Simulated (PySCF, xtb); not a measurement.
H5W, SMILES [WH5+] (connectivity only; charge and spin as stated), charge +1, multiplicity 1.

Harmonic wavenumbers (cm⁻¹) from GFN2-xTB in xtb at its own minimum, in rising order: 589, 590, 706, 706, 766, 1141, 1142, 1308, 1334, 1334, 1484, 1566.

Question: What does B3LYP-D3(BJ)/def2-TZVPD (PySCF) give at its own minimum? (Estimate from the structure and the level; the computed values follow.)

Answer: 283, 288, 711, 942, 948, 1010, 1035, 2057, 2066, 2102, 2104, 2122. Paired by order, the mean absolute difference is 391 cm⁻¹ and the zero-point energies are 18.1 and 22.4 kcal/mol.
